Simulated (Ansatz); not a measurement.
Gas-phase electronic energies from Ansatz, PBE0-D4/def2-TZVP geometries. CCSD(T)/CBS is the MP2 limit (def2-TZVPP, def2-QZVPP) plus CCSD(T) − MP2 in def2-TZVPP, frozen cores. Functionals use def2-TZVPP.

`[SiH3]C1=CN1` → `CC1=N[SiH2]1`  (isomerisation)

```
       species  BHLYP-D4 energy (Eh)
`[SiH3]C1=CN1`            -423.31305
`CC1=N[SiH2]1`            -423.39565
```

(1) Work out ΔE.

Largest T1 diagnostic among the species: 0.015.

## Answers

(1) ΔE = (-423.39565) − (-423.31305) = -0.08260 Eh = -2.25 eV. CCSD(T)/CBS gives -2.17 eV.

From BLYP to BHLYP (50 % exact exchange), in def2-TZVPP and without D4, ΔE moves by −0.11 eV. Leaving LDA and LC-ωPBE aside and taking each functional with its dispersion term where it has one, the values, not all of them listed here, spread over 0.14 eV, from r2SCAN0-D4 to BLYP-D4. LDA lies −0.07 eV from PBE without D4.
